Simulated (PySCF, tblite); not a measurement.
Q: What does the GFN2-xTB structure of `C=CP(=S)(C=C)CCC` look like in three dimensions?

A: 
Z-matrix in Å and degrees, rows numbered from 1:
```
C 
C   1  1.3212
P   2  1.8226  1  120.19
S   3  1.9349  2  115.90  1     0.44
C   3  1.8220  2  102.56  1  -126.41
C   5  1.3211  3  120.31  2   127.35
C   3  1.8512  2  102.48  1   127.22
C   7  1.5240  3  109.49  2   177.46
C   8  1.5226  7  111.77  3   176.72
H   1  1.0780  2  122.87  3  -179.90
H   1  1.0802  2  120.02  3     0.10
H   2  1.0824  1  122.81  3  -179.85
H   5  1.0825  3  116.80  2   -52.52
H   6  1.0803  5  119.99  3    -0.02
H   6  1.0780  5  122.87  3   179.93
H   7  1.0948  3  107.10  2   -62.46
H   7  1.0934  3  109.49  2    55.04
H   8  1.0934  7  108.67  3    55.40
H   8  1.0944  7  109.19  3   -61.47
H   9  1.0871  8  110.37  7   179.62
H   9  1.0879  8  110.47  7   -60.51
H   9  1.0885  8  110.68  7    59.62
```

The 4 C–C bonds span 1.321 Å (C5=C6, drawn double) to 1.524 Å (C7–C8, drawn single), a spread of 0.203 Å. Of the pairs four or more bonds apart, S4···H14 is among the closest relative to their van der Waals radii: 2.81 Å, 94 % of the sum of Bondi's values. The C–P distances run from 1.822 Å (P3–C5, drawn single) to 1.851 Å (P3–C7, drawn single), a spread of 0.029 Å. P3 (phosphorus bonded to 3 C and S) is distorted tetrahedral (angles from 102.5° to 115.9°).

The geometry is computed with GFN2-xTB (gas phase).

Point group: C1 (no symmetry element, even within 0.4 Å). Its GFN2-xTB frequencies are all real (lowest 54 cm⁻¹). The numbers are those of one conformer (C1–C2–P3–S4 0°, C2–P3–C5–C6 127°, C2–P3–C7–C8 177°, P3–C7–C8–C9 177°). 3 starts were optimised and ended at 0.00, 0.58 and 1.50 kcal/mol (GFN2-xTB); the lowest of these is shown.
